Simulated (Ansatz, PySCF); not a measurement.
H2O2S2, SMILES S(O)SO.

Coordinates come from a B3LYP-D3(BJ)/def2-SVP optimisation. Other conformers were not sampled.

Vertical ionisation energy (IE) and electron affinity (EA) in eV. Rows of orbital energies are one-electron estimates. Where ΔSCF, EOM or ADC give a negative EA the extra electron is unbound and the value depends on the basis.

| level | IE | EA |
|---|---|---|
| −ε(HOMO), −ε(LUMO), PBE0/def2-TZVPD (PySCF) | 7.56 | 1.03 |
| −ε(HOMO), −ε(LUMO), PBE/def2-TZVPD (PySCF) | [?] | [?] |
| ΔSCF, PBE0/def2-SVPD (Ansatz), final states of multiplicity 2 and 2 | 9.88 | -0.54 |
| ΔSCF, PBE/def2-SVPD (Ansatz), final states of multiplicity 2 and 2 | 9.58 | -0.34 |

Q: Some entries are withheld; supply them. (Estimate from the structure and the level; the computed values follow.)

A: 
- −ε(HOMO), −ε(LUMO), PBE/def2-TZVPD (PySCF), IE: 6.31
- −ε(HOMO), −ε(LUMO), PBE/def2-TZVPD (PySCF), EA: 1.99

Q: What vertical singlet–triplet gap does ΔSCF give with PBE0/def2-SVPD (Ansatz, a first-principles code) and with PBE/def2-SVPD (Ansatz)? (An estimate is asked for; the answer gives what the named calculation found.)

A: 4.27 and 4.01 eV (triplet above singlet where positive).
